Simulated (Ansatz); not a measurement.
One change: `CN(C)BF` becomes `C[N](C)[AlH][F]`.

Ansatz, PBE0-D4/def2-TZVP geometries, multiplicity 1. Each molecule was computed in one conformer, which needn't be the lowest.

```
                                                                                  property  `CN(C)BF`
                                                       HOMO energy (B3LYP/def2-TZVPP) / eV      -7.11
                                            zero-point energy (PBE0-D4/def2-TZVP) / kJ/mol      260.7
ideal-gas entropy at 298 K and 1 bar (rigid rotor, harmonic PBE0-D4/def2-TZVP) / J/(mol·K)        318
                                                     HOMO energy (ωB97M-V/def2-TZVPP) / eV      -9.62
                                                     HOMO–LUMO gap (B3LYP/def2-TZVPP) / eV       7.63
                                                         HOMO energy (PBE/def2-TZVPP) / eV      -6.02
```

What does the change do to each property? (Estimate.)

Ansatz gave: 
| property | `C[N](C)[AlH][F]` | shift |
| --- | --- | --- |
| HOMO energy (B3LYP/def2-TZVPP) / eV | -6.41 | 0.70 |
| zero-point energy (PBE0-D4/def2-TZVP) / kJ/mol | 241.2 | -19.5 |
| ideal-gas entropy at 298 K and 1 bar (rigid rotor, harmonic PBE0-D4/def2-TZVP) / J/(mol·K) | 344 | 26 |
| HOMO energy (ωB97M-V/def2-TZVPP) / eV | -8.90 | 0.72 |
| HOMO–LUMO gap (B3LYP/def2-TZVPP) / eV | 5.89 | -1.74 |
| HOMO energy (PBE/def2-TZVPP) / eV | -5.36 | 0.66 |

With PBE0 the HOMO rises by 0.71 eV and the LUMO falls by 1.08 eV, so the gap narrows by about 1.79 eV. PBE moves the HOMO by 0.66 eV and ωB97M-V by 0.72 eV.

B3LYP here is the variant with VWN-RPA as its local correlation; programs differ in this.
